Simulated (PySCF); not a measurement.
An unknown is described by computed data only.

Formula: C6H10P; charge +1.

* Triplet: lowest triplet excitation (Tamm–Dancoff): 4.79 eV [TDA CAM-B3LYP/def2-SVPD]
* 13C NMR: chemical shifts (computed TMS as zero) by class: 140.4 (1 C), 51.1 (1 C), 9.2 (2 C), 6.7 (1 C), 4.8 (1 C) ppm [GIAO PBE0/pcSseg-1]
* UV, strongest line: among the 8 lowest singlet transitions: S5 at 7.79 eV (159 nm, f = 0.405) [TDDFT CAM-B3LYP/def2-SVPD]
* Rotational structure: rotational constants A, B, C: 6.164, 0.906, 0.831 GHz [GFN2-xTB]
* NMR, other nuclei: isotropic shieldings of nuclei other than C and H, by class: 383 (1 P) ppm [GIAO PBE0/pcSseg-1]
* 1H NMR: chemical shifts (computed TMS as zero) by class: 6.19 (2 H), 2.80 (3 H), 1.90 (2 H), 1.65 (1 H), 1.17 (2 H) ppm [GIAO PBE0/pcSseg-1]

Gas-phase values; electronic properties from PySCF, density fitting. Levels stand in brackets. Isolated species at its GFN2-xTB geometry (one conformer only). NMR values are class means; diastereotopic atoms form classes of their own.

**Question.** Propose a structure and show how it fits.

**Answer.** Numbering: `[CH3:1][C:2]#[C:3][PH2+:4][CH:5]1[CH2:6][CH2:7]1`. 6 carbons fall into 5 classes; from least to most shielded: alkyne carbon [C2] (140.4 ppm), alkyne carbon [C3] (51.1 ppm), three-membered-ring carbon [C6/C7] (9.2 ppm, 2 C, up to 3.0 ppm apart in this geometry), propargylic carbon [C1] (6.7 ppm), ring sp3 carbon bound to phosphorus [C5] (4.8 ppm). Hydrogen classes from least to most shielded: 2 H on a phosphonium phosphorus, P4 (6.19 ppm, a mean of values up to 1.4 ppm apart in this geometry), 3 H on a propargylic carbon, C1 (2.80 ppm), 2 H on 2 three-membered-ring carbons, C6/C7 (1.90 ppm), 1 H on an sp3 carbon bound to phosphorus, C5 (1.65 ppm), 2 H on 2 three-membered-ring carbons, C6/C7 (1.17 ppm). The other shieldings belong to: 383 ppm, phosphonium phosphorus [P4]. The optimised geometry has point group C1 and is an asymmetric top. Structure: `C1(CC1)[PH2+]C#CC`. Computed isomers that give other values at the same levels: `CC1=C[PH2+]C(C)=C1` (13C chemical shifts (computed TMS as zero) by class: 189.5 (1 C), 161.9 (1 C), 139.7 (1 C), 98.6 (1 C), 25.3 (1 C), 19.0 (1 C) ppm); `CC1=C(C)[PH2+]C=C1` (13C chemical shifts (computed TMS as zero) by class: 177.0 (1 C), 174.5 (1 C), 121.4 (1 C), 110.4 (1 C), 20.7 (1 C), 13.3 (1 C) ppm); `C#C[P@@H+](C)CC=C` (13C chemical shifts (computed TMS as zero) by class: 143.4 (1 C), 125.1 (1 C), 121.8 (1 C), 62.7 (1 C), 35.8 (1 C), 6.8 (1 C) ppm). The assignments are read from this structure; whether some other isomer fits the data as well wasn't checked.

The values belong to the conformer `[CH3:1][C:2]#[C:3][PH2+:4][CH:5]1[CH2:6][CH2:7]1`: C3–P4–C5–C6 159°.
